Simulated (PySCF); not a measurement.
Species: C₆H₁₂OP₂.
SMILES: `C[P@@](/C=C/P)(=O)/C=C/C`

Torsions of this conformer, `[CH3:1]/[CH:2]=[CH:3]/[P@@:4]([CH3:5])(=[O:6])/[CH:7]=[CH:8]/[PH2:9]`: C2–C3–P4–C5 -127°, C3–P4–C7–C8 -124°, H–P9–C8–C7 -126°, H–P9–C8–C7 -30°.

The closed-shell ground state was solved at several levels (PySCF, density fitting, gas phase, non-relativistic). One conformer (not necessarily the lowest) at the PBE0-D3(BJ)/def2-SVP geometry, without solvent, vibrations or thermal averaging.

```json
{"level": "PBE0/pcSseg-1", "basis functions": "227", "HOMO (eV)": "-7.10", "LUMO (eV)": "-0.94", "gap (eV)": "6.16", "dipole (D)": "3.97"}
{"level": "CAM-B3LYP/def2-SVPD", "basis functions": "287", "HOMO (eV)": "-8.35", "LUMO (eV)": "0.12", "gap (eV)": "8.47", "dipole (D)": "4.11"}
```

**Question.** What might CAM-B3LYP/pcSseg-1 (227 basis functions) give for the same quantities?

**Answer.** HOMO -8.34 eV, LUMO 0.22 eV, gap 8.56 eV, dipole 3.97 D.

**Question.** Over all these levels, which gives the widest orbital gap and which the narrowest?

**Answer.** CAM-B3LYP/pcSseg-1 (range-separated hybrid) has the widest, 8.56 eV, and PBE0/pcSseg-1 (global hybrid, 25 % exact exchange) the narrowest, 6.16 eV. The two share the basis. From the narrowest to the widest the HOMO moves by -1.24 eV and the LUMO by +1.16 eV.

**Question.** How far do the dipole and the HOMO energy spread over the levels?

**Answer.** The dipole runs from 3.97 to 4.11 D (mean 4.02 D) and the HOMO from -8.35 to -7.10 eV.
